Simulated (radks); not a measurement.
Results of a calculation; reference values are marked as such.
Isoelectronic series with 3 electrons, all held in the configuration [He] 2s1, which need not be the ground one along the series. Code: a radial shooting solver on a logarithmic mesh with Libxc functionals. Model: non-relativistic Kohn-Sham, PBEsol, spin-polarised, spherical densities, point nucleus; open shells are filled with parallel spins first. Total energies (hartree) and screening constants sigma, defined by e = -(Z - sigma)^2 / (2 n^2) hartree:

Li: E (hartree) -7.39755; 2s up 2.036; 1s down 1.063
Be+: E (hartree) -14.20549; 2s up 1.947; 1s down 1.074
B2+: E (hartree) -23.26580; 2s up 1.911; 1s down 1.077
C3+: E (hartree) -34.57679; 2s up 1.891; 1s down 1.079
N4+: E (hartree) -48.13805; 2s up 1.879; 1s down 1.080
O5+: E (hartree) -63.94943; 2s up 1.870; 1s down 1.080
F6+: E (hartree) -82.01088; 2s up 1.864; 1s down 1.081
Ne7+: E (hartree) -102.32238; 2s up 1.859; 1s down 1.081
Mg9+: E (hartree) -149.69544; 2s up 1.852; 1s down 1.081
Al10+: E (hartree) -176.75700; 2s up 1.850; 1s down 1.081
Si11+: E (hartree) -206.06856; 2s up 1.848; 1s down 1.081
P12+: E (hartree) -237.63014; 2s up 1.846; 1s down 1.082
S13+: E (hartree) -271.44172; 2s up 1.845; 1s down 1.082
Cl14+: E (hartree) -307.50330; 2s up 1.843; 1s down 1.082
Ar15+: E (hartree) -345.81489; 2s up 1.842; 1s down 1.082
K16+: E (hartree) -386.37649; 2s up 1.841; 1s down 1.082
